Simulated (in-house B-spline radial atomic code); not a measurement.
The numbers below are computed, except where a source is named.
# Correlation energy from the adiabatic connection: −Z exp(−kr)/r, Z = 2.21, k = 0.553

Two electrons in a singlet, external potential −Z exp(−kr)/r, Z = 2.21, k = 0.553 (atomic units). Full CI in B-splines (partial waves to l = 8, correlation up to 0.6 % small) with the density held fixed gives W(λ) = <V_ee>_λ − U, and E_c is the integral of W(λ) − W(0) from 0 to 1.

```csv
λ,W(λ) − W(0) (hartree)
0,0.00000
0.02,-0.00198
0.05,-0.00493
0.12,-0.01164
0.25,-0.02359
0.4,-0.03658
0.6,-0.05268
0.8,-0.06755
1,-0.08130
```

Problem. Integrate the table by the trapezoid rule.

Solution. The strips give -0.00002, -0.00010, -0.00058, -0.00229, -0.00451, -0.00893, -0.01202, -0.01488, which sum to -0.04334 hartree. The direct value, W(1) − W(0) + T_c with T_c = 0.03788, is -0.04342; the curve is convex, so chords lie above it and the trapezoids fall short in size by 0.18 %.

Problem. Now use only three numbers: W(0) = -1.0622, the initial slope W'(0) = -0.09962 (extrapolated from the first points) and the strong-coupling limit of the point-charge-plus-continuum model, W∞ = -1.5232. What do second-order theory and the interpolation W(λ) = W∞ + (W(0) − W∞)/√(1 + 2χλ) of Seidl, Perdew and Levy give?

Solution. Second order keeps the slope alone: E_c = W'(0)/2 = -0.04981, +15 % in size against -0.04342. Matching the slope fixes χ = W'(0)/(W∞ − W(0)) = -0.09962/(-0.46100) = 0.21610. Integrating, with s = √(1 + 2χ) = 1.196742, E_c = −(W(0) − W∞)(s − 1)/(s + 1) = −0.46100 × 0.196742/2.196742 = -0.04129 hartree, -4.9 % in size against the full result. At λ = 1 the formula gives W − W(0) = -0.07579 against -0.08130. Part of the miss can come from the model's W∞.
